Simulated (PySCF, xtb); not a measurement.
Au(Cl)(CO) (CAuClO), SMILES [O+]#[C-]->[Au][Cl], multiplicity 1.

xtb 6.7.1 with GFN2-xTB at its own geometry gives an orbital gap of 1.90 eV and a dipole moment of 5.46 D.

Geometry optimised at B3LYP-D3(BJ)/def2-SVP. The multiplicity is an assumed one; other spin states were not compared. The isomer is the one that the SMILES or the coordinates give; other isomers of the formula were not compared. The def2 effective core potentials stand for the cores of Au; spin–orbit coupling is left out.

Question: What does PBE/def2-TZVPD in PySCF give? (An estimate is asked for; the answer gives what the named calculation found.)

Answer: gap 3.69 eV (levels -7.07 and -3.38 eV), dipole 3.54 D.
